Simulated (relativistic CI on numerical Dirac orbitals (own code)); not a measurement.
**What each ingredient does to the levels of P IX**

Base calculation: Dirac-Coulomb-Breit CI, separate exchange-only KLI orbitals for each configuration, a model potential for QED, unscaled Slater integrals.

Configurations in the expansion (outside the closed core 1s2): 2s2 2p3, 2s 2p4, 2p5, 2s2 2p2 3s, 2p4 3s, 2s2 2p2 3p, 2p4 3p, 2s2 2p2 3d, 2p4 3d, 2s 2p3 3s, 2s 2p3 3p, 2s 2p3 3d, 2s2 2p2 4s, 2s2 2p2 4p, 2s2 2p2 4d, 2s2 2p2 4f. Levels of other configurations are missing.

The lowest level and the first level of each name with at least 55 % of one term (blank where a level has no safe partner in the second run):

| Level | Base (cm⁻¹) | Shift (cm⁻¹) |
| --- | --- | --- |
| 2s2 2p3 4S°_3/2 | 0 | 0 |
| 2s2 2p3 2D°_3/2 | 80097 | -775 |
| 2s2 2p3 2D°_5/2 | 80719 | -715 |
| 2s2 2p3 2P°_1/2 | 118437 | -2749 |
| 2s2 2p3 2P°_3/2 | 119485 | -2677 |
| 2s 2p4 4P_5/2 | 346482 | -1546 |
| 2s 2p4 4P_3/2 | 351500 | -1538 |
| 2s 2p4 4P_1/2 | 354117 | -1528 |
| 2s 2p4 2D_3/2 | 485131 | +1109 |
| 2s 2p4 2D_5/2 | 485138 | +1107 |
| 2s 2p4 2S_1/2 | 567046 | -1168 |
| 2s 2p4 2P_3/2 | 599185 | +2848 |
| 2s 2p4 2P_1/2 | 605357 | +2799 |
| 2p5 2P°_3/2 | 928029 | +4200 |

At this charge configurations can still be misplaced by up to about 7 % of their energy.

Question: One thing was changed in a second run, which moved the levels as shown. Which?
A. Breit term removed
B. only the first 3 configurations
C. QED terms removed

Answer: B. Only the first 3 configurations. With fewer configurations the levels that remain lose their mixing partners.
